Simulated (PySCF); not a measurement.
## Stationary points of Y₃Te⁺

Computed with PBE0/[Te def2-SVP with ECP28, Y def2-SVP with ECP28], scalar-relativistic core potentials, density fitting, no spin–orbit coupling, PySCF.

Relaxations began from a few typed shapes. The search is not exhaustive: other isomers or separated fragments can lie lower, and high-lying points may rest on an excited occupation.

```json
{"spin": "singlet", "group": "C3v", "bonds": "Te–Y 2.979 Å (×3), Y–Y 3.309 Å (×3)", "angles": "Te–Y–Y 56.3° (×6), Y–Te–Y 67.5° (×3), Y–Y–Y 60.0° (×3)", "imaginary modes (cm⁻¹)": "none", "ΔE (kJ/mol)": "0.0", "ΔE with ZPE (kJ/mol)": "0.0"}
{"spin": "singlet", "group": "C2v", "bonds": "Te–Y 2.879 Å (×2), Te–Y 3.155 Å, Y–Y 3.494 Å (×2)", "angles": "Te–Y–Y 51.0° (×2), Te–Y–Y 58.4° (×2), Y–Te–Y 70.6° (×2), Y–Te–Y 141.2°, Y–Y–Y 102.0°", "imaginary modes (cm⁻¹)": "26i", "ΔE (kJ/mol)": "146.4", "ΔE with ZPE (kJ/mol)": "–"}
{"spin": "singlet", "group": "D3h", "bonds": "Te–Y 2.935 Å (×3)", "angles": "Y–Te–Y 120.0° (×3)", "imaginary modes (cm⁻¹)": "18i, 14i, 14i", "ΔE (kJ/mol)": "212.6", "ΔE with ZPE (kJ/mol)": "–"}
```

The lowest minimum found is the singlet C3v: Te–Y 2.979 Å (×3), Y–Y 3.309 Å (×3); Te–Y–Y 56.3° (×6), Y–Te–Y 67.5° (×3), Y–Y–Y 60.0° (×3).

For the lowest minimum: stability towards spin polarisation was not tested. The small gap makes a closed-shell description doubtful.
